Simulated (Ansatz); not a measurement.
Stepwise reaction of `[CH3][Ge]([CH3])([OH])[OH]` with water, as a gas-phase model of exchange steps in deposition or etching. ΔE in kJ/mol; ΔG adds harmonic PBE0-D4 terms to CCSD(T)/CBS, at 1 bar.

Computed with Ansatz on PBE0-D4/def2-TZVP structures; ΔE is electronic, products minus reactants. CCSD(T)/CBS is the MP2 limit (def2-TZVPP, def2-QZVPP) plus CCSD(T) − MP2 in def2-TZVPP, frozen cores. This one scheme is used for every species. DFT in def2-TZVPP. B3LYP here is the variant with VWN-RPA as its local correlation; programs differ in this. For Ge outer-core shells are correlated without core-valence functions, which leaves a few kJ/mol of doubt a bond. Scalar relativity is left out up to krypton. One conformer a species, not always the lowest.

```csv
step,reaction,PBE-D4,B3LYP-D4,ωB97M-V,CCSD(T)/CBS,ΔG(600 K)
1,`[CH3][Ge]([CH3])([OH])[OH]` + H₂O → `[CH3][Ge]([OH])([OH])[OH]` + CH₄,-57.3,-63.8,-61.6,-56.5,-50.0
2,`[CH3][Ge]([OH])([OH])[OH]` + H₂O → `[OH][Ge]([OH])([OH])[OH]` + CH₄,-45.1,-52.0,-50.5,-45.7,-33.0
```

Q: By hand: ΔE of the 2 steps together at CCSD(T)/CBS.

A: (-56.5) + (-45.7) = -102.2 kJ/mol, or -51.1 kJ/mol a step.

In ΔE each step is higher than the one before. All are downhill at CCSD(T)/CBS. ΔG lies between -50.0 and -33.0 kJ/mol a step. PBE-D4 differs from CCSD(T)/CBS by -0.8 to 0.6 kJ/mol a step. Only this route is followed, and other bonds may react first. Isolated molecules leave out the surface, adducts and barriers. Largest T1 diagnostic: 0.012.
